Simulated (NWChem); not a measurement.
CF2, singlet; SMILES F[C]F

All runs: NWChem. Pople sets run with spherical d functions. Low-valent species are run as closed-shell singlets; no triplet was tried in these runs. STO-3G and 3-21G are far too small for this property and stand as cheap habits. Coordinates come from a PBE0/def2-SVP optimisation. Field at 589 nm.

```csv
level,isotropic polarisability (bohr³),anisotropy (bohr³)
B3LYP/STO-3G,___,4.7
B3LYP/6-31G*,11.6,4.4
B3LYP/def2-SVP,11.9,4.3
B3LYP/def2-SVPD,16.9,3.4
B3LYP/aug-cc-pVDZ,17.0,3.6
B3LYP/def2-TZVPD,17.3,3.4
```

Question: Some entries are withheld; supply them.

Answer: 
- B3LYP/STO-3G, isotropic polarisability (bohr³): 5.8
